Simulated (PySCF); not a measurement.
Dipole moment and polarisability of `O=COc1cc[n+]([O-])cc1`

Species: C6H5NO3.
Numbering: `[O:1]=[CH:2][O:3][c:4]1[cH:5][cH:6][n+:7]([O-:8])[cH:9][cH:10]1` (hydrogens: H11 on C2; H12 on C5; H13 on C6; H14 on C9; H15 on C10)

Structure used (GFN2-xTB), in Å, numbered top down from 1:
```xyz
15
C6H5NO3 angstrom
O      2.7364   -0.4084   -1.0264
C      2.7817   -0.5624    0.1537
O      1.7650   -0.4689    1.0080
C      0.5053   -0.1593    0.4930
C     -0.3686   -1.1663    0.1017
C     -1.6159   -0.8336   -0.3662
N     -2.0291    0.4544   -0.4657
O     -3.1707    0.7304   -0.8912
C     -1.1705    1.4352   -0.0911
C      0.0887    1.1617    0.3829
H      3.6887   -0.8105    0.7287
H     -0.0746   -2.2017    0.1640
H     -2.3361   -1.5716   -0.6844
H     -1.5485    2.4403   -0.1982
H      0.7437    1.9688    0.6693
```

Level: CAM-B3LYP/def2-SVPD (PySCF), static field, nuclei fixed, core orbitals frozen in the response. The polarisability tensor in these axes (au):

```
x   120.72  -9.40  17.05
y    -9.40  85.22  -1.05
z    17.05  -1.05  64.07
```

Task: What are the eigenvalues, a third of the trace, and Δα (Δα² = ½Σ(αi − αj)² over the three pairs)?

Result: Principal values 59.24, 83.25 and 127.52 au; mean 90.00 au = 13.34 Å³ = 14.84 × 10⁻⁴⁰ C²·m²/J; Δα = 59.99 au (67 % of the mean).

Task: What is the dipole moment, and where does it point?

Result: (2.99, -0.94, 2.86) D, 4.24 D in size, pointing from the negative to the positive side. Measured along this direction, the outermost atoms are O8 at the negative end and H11 at the positive end.

Task: Sum over states: ᾱ = Σ f/ω², ω in Eh. What share falls to these 8 lowest TDDFT singlets (eV, f)? 4.38, 0.0202; 4.48, 0.0000; 4.83, 0.2794; 5.59, 0.0003; 5.88, 0.0021; 6.17, 0.0002; 6.36, 0.0000; 6.39, 0.2218.

Result: They add up to 13.72 au, 15.2 % of the 90.00 au; the largest single term is 8.87 au, from the state at 4.83 eV. Terms in order: 0.78, 0.00, 8.87, 0.01, 0.04, 0.00, 0.00, 4.02 au. Higher excitations give the rest. The strengths listed sum to 0.524.

Task: Find the Langevin capture rate constant for NO+ (29.998 u) meeting this molecule (139.027 u), k = 2.342 × 10⁻⁹ cm³/s × √(α in Å³ / reduced mass in u).

Result: The reduced mass is 24.67 u, so k = 1.72 × 10⁻⁹ cm³/s. The formula leaves out the permanent dipole, which adds to the capture rate.

Task: What molar refraction does this α imply?

Result: Lorentz–Lorenz: R = (4π/3)N_A α = 2.5225 cm³/(mol·Å³) × 13.34 Å³ = 33.6 cm³/mol, in the limit of long wavelengths.

Task: Orientational against electronic polarisability at 400 K (dilute gas, rigid molecules)?

Result: In Gaussian units μ²/3kT = 108.57 Å³ against 13.34 Å³, a ratio of 8.14; the Debye molar polarisation (4π/3)N_A(α + μ²/3kT) is 307.5 cm³/mol, leaving out the vibrational part.

Task: What would n − 1 = 2πNα be for an ideal gas of these molecules at 500 K and 1 atm, electronic part alone?

Result: N = p/kT = 1.4678 × 10¹⁹ cm⁻³, so n − 1 = 2π × N × 13.34 × 10⁻²⁴ cm³ = 1230 × 10⁻⁶ at long wavelengths.

The structure is a single GFN2-xTB conformer in the gas phase; no vibrational or solvent corrections. GFN2-xTB frequencies show an imaginary mode (50i cm⁻¹), so this geometry is no minimum at that level.
